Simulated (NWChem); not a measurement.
AgPH4S; SMILES [Ag](<-[PH3])[SH]

```xyz
7

Ag     0.0047     0.0633    -0.0050
S      0.0550     2.3892     0.0063
H     -1.2911     2.5223     0.0094
P      0.0118    -2.3135     0.0052
H     -1.2041    -2.9898     0.2764
H      0.8350    -3.0026     0.9314
H      0.3820    -3.0284    -1.1622
```
Atoms are numbered in this order, from 1.

Results from NWChem. Geometry: optimised at PBE0/def2-SVP. def2 effective core potentials on Ag; no spin-orbit coupling. Level SCAN/def2-SVP: energy and gradient on several grids; changes count from the extra-fine grid, which is no exact limit either.

```
grid     size of the energy change (μHa)  largest change of a gradient component (μHa/bohr)  time, medium = 1 (rough)
-------  -------------------------------  -------------------------------------------------  ------------------------
xcoarse                            30000                                               3000                   about 1
coarse                              7000                                               1000                   about 1
medium                              3000                                                500                   about 1
fine                                 200                                                300                   about 1
xfine                               < 10                                               < 30                         2
```
